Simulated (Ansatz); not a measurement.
Potential energy curve for Be₂, singlet.

Level of theory: full CI/cc-pVTZ, frozen core (Ansatz, a quantum-chemistry and plane-wave program).

Relative to R = 2.52 Å, what are the energies at R = 2.26, 2.91, 3.42, 5.06 Å?

1.0 kcal/mol at 2.26 Å, 0.7 kcal/mol at 2.91 Å, 1.2 kcal/mol at 3.42 Å, 1.7 kcal/mol at 5.06 Å.

Also computed but left out beside FCI, since their determinant holds another spin at the minimum (<S²> over 0.7 above the pure value): UHF, UCCSDT, UCCSDT(Q).
